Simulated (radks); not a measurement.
Task: W+, configuration [Xe] 4f14 5d2 6s1 6p2 (not the ground configuration). Method: scalar-relativistic Kohn-Sham, BLYP, spin-unpolarised, spherical densities, point nucleus; computed with a radial shooting solver on a logarithmic mesh with Libxc functionals. Some entries of the table are withheld. Estimate them.

orbital  occ.  eigenvalue (hartree)  r(max) (bohr)
1s          2             -2554.871        0.01145
2s          2             -441.4596        0.06566
2p          6             -386.1282        0.05388
3s          2                   (1)            (2)
3p          6             -85.73637         0.1834
3d         10             -66.90415         0.1493
4s          2             -21.52736         0.4205
4p          6             -16.15506         0.4411
4d         10              -9.35004         0.4521
5s          2              -3.48926         0.9605
5p          6              -2.15403          1.086
4f         14              -1.80917         0.4284
5d          2              -0.65235            (3)
6s          1              -0.57625          2.423
6p          2              -0.33594          3.047

Result: 
(1) 3s eigenvalue (hartree): -102.1177
(2) 3s r(max) (bohr): 0.1852
(3) 5d r(max) (bohr): 1.429
